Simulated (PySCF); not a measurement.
Cl₂H₃OSiTi, SMILES [SiH3][O][Ti+]([Cl])[Cl], charge +1, multiplicity 1.

Geometry: PBE0-D3(BJ)/def2-SVP. The spin state was assumed, not searched. The isomer is the one that the SMILES or the coordinates give; other isomers of the formula were not compared. Other conformers were not sampled.

Two levels are set side by side: PBE/def2-TZVP (PySCF) and HF/def2-TZVP (PySCF). Same geometry, gas phase. Differences are taken from unrounded values.

| quantity | HF | PBE | PBE minus HF |
|---|---|---|---|
| orbital gap (eV) | 11.61 | 2.76 | -8.85 |
| highest occupied level (eV) | -17.26 | -12.62 | 4.64 |
| lowest empty level (eV) | -5.65 | -9.86 | -4.21 |
| mean polarisability (bohr³) | 73.6 | 87.2 | 13.7 |

Without exact exchange PBE keeps part of each electron's self-repulsion, which lifts occupied levels and narrows the gap. Loosely held outer electrons make PBE densities more polarisable. Differences between two approximate levels are no errors against the true value.

Rough cost on one machine, each run with all the roots and properties that it gave: HF against PBE about 1/3.
